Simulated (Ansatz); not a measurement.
CHBFNS, SMILES `FB1N=CS1` at its PBE0-D4/def2-TZVP geometry, where that method's forces vanish. Charge 0, multiplicity 1.

```csv
atom,x (Å),y (Å),z (Å)
F1,0.7936,-2.0963,-0.2920
B2,0.3014,-0.9082,-0.1130
N3,0.9135,0.4153,-0.2833
C4,-0.1943,0.9409,0.0795
S5,-1.3947,-0.3571,0.4378
H6,-0.4194,2.0055,0.1710
```

**Question.** For each bond, give half the difference of the two atoms' forces along it (eV/Å; positive pushes the atoms apart) under PBE-D4, r2SCAN-D4, B3LYP-D4, ωB97M-V in def2-TZVPP. (Estimate.)

**Answer.** The calculation gave: 
```csv
bond,length (Å),PBE-D4,r2SCAN-D4,B3LYP-D4,ωB97M-V
F1–B2,1.298,0.45,0.14,0.04,0.15
B2–N3,1.468,0.19,0.03,-0.01,0.00
B2–S5,1.867,0.13,0.11,0.20,-0.01
N3–C4,1.279,0.71,0.28,0.13,0.01
C4–S5,1.804,0.22,0.17,0.35,0.15
C4–H6,1.092,-0.06,-0.07,-0.29,-0.19
```

B3LYP here is the variant with VWN-RPA as its local correlation; programs differ in this.

Results of the Gaussian-basis code of Ansatz.
